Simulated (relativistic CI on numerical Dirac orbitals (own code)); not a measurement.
**Forbidden transitions in Tl71+**

Method of calculation: Dirac-Coulomb-Breit CI, KLI orbitals optimised for each configuration, model QED, unscaled Slater integrals (own radial code, finite nucleus).

Configurations in the expansion (outside the closed core 1s2): 2s²2p⁶, 2s²2p⁵3s, 2s²2p⁵3p, 2s²2p⁵3d, 2s2p⁶3s, 2s2p⁶3p, 2s2p⁶3d, 2s²2p⁵4s, 2s²2p⁵4p, 2s²2p⁵4d, 2s²2p⁵4f, 2s²2p⁴3s², 2s²2p⁴3s3p, 2s2p⁶4s, 2s²2p⁴3s3d, 2s²2p⁴3p². Levels of other configurations are missing.

```csv
λ vac (Å),Lower,Upper,Type,A (s⁻¹),log gf
0.8471,2s²2p⁶ ¹S0 [1],2s²2p⁵4f ¹D2 [59],E2,1.34e+13,-2.14
0.9011,2s²2p⁶ ¹S0 [1],2s2p⁶3d ¹D2 [37],E2,2.23e+13,-1.87
0.9105,2s²2p⁶ ¹S0 [1],2s2p⁶3d ³D2 [35],E2,1.03e+13,-2.19
0.9403,2s²2p⁶ ¹S0 [1],2s²2p⁵3d ³P°2 [30],M2,8.24e+10,-4.26
0.9637,2s²2p⁶ ¹S0 [1],2s²2p⁵3p ³D2 [26],E2,2.02e+12,-2.85
1.0104,2s²2p⁶ ¹S0 [1],2s²2p⁵3p ³D1 [20],M1,3.79e+09,-5.76
1.1198,2s²2p⁶ ¹S0 [1],2s²2p⁵3d ¹D°2 [15],M2,2.63e+11,-3.61
1.1522,2s²2p⁶ ¹S0 [1],2s²2p⁵3p ³P2 [8],E2,1.63e+12,-2.79
1.2199,2s²2p⁶ ¹S0 [1],2s²2p⁵3p ³D2 [5],E2,1.63e+12,-2.74
1.2201,2s²2p⁶ ¹S0 [1],2s²2p⁵3p ³P1 [4],M1,8.30e+10,-4.26
1.2412,2s²2p⁶ ¹S0 [1],2s²2p⁵3s ³P°2 [2],M2,9.95e+09,-4.94
5.7244,2s²2p⁵3p ³P1 [4],2s²2p⁵3p ³P0 [21],M1,8.43e+10,-3.38
5.8317,2s²2p⁵3d ³F°4 [14],2s²2p⁵3d ³F°3 [31],M1,5.40e+10,-2.72
5.8647,2s²2p⁵3d ¹D°2 [15],2s²2p⁵3d ³P°2 [30],M1,3.23e+10,-3.08
5.8791,2s²2p⁵3p ³P1 [4],2s²2p⁵3p ³D1 [20],M1,1.37e+10,-3.67
5.8828,2s²2p⁵3p ³D2 [5],2s²2p⁵3p ³D1 [20],M1,6.88e+10,-2.97
5.8859,2s²2p⁵3d ³D°3 [16],2s²2p⁵3d ³F°3 [31],M1,2.30e+10,-3.08
5.8897,2s²2p⁵3s ¹P°1 [3],2s²2p⁵3s ³P°0 [18],M1,8.28e+10,-3.37
5.8959,2s²2p⁵3d ³D°3 [16],2s²2p⁵3d ³P°2 [30],M1,2.57e+10,-3.17
5.9869,2s²2p⁵3d ¹P°1 [17],2s²2p⁵3d ³P°2 [30],M1,2.40e+10,-3.19
```

Terms are leading LS components. Brackets give the number of a level in order of energy, since labels repeat. The list gives strong lines, with weight on those to low levels, among the lowest 77 of 231 levels, so that lines to higher ones, which can be the strongest, are missing. Levels whose partners in the same complex of configurations lie outside the list can be far off, and so can their lines. Rates are taken at the computed energies, electric ones in the length gauge.

At this charge energies of transitions that change n are usually good to better than 1 %, and those within a shell (Δn = 0) to a few per cent.

LS names give the leading component of a level, which can be under half, so a name can repeat, a term be missing and a line seem to break the LS rules.
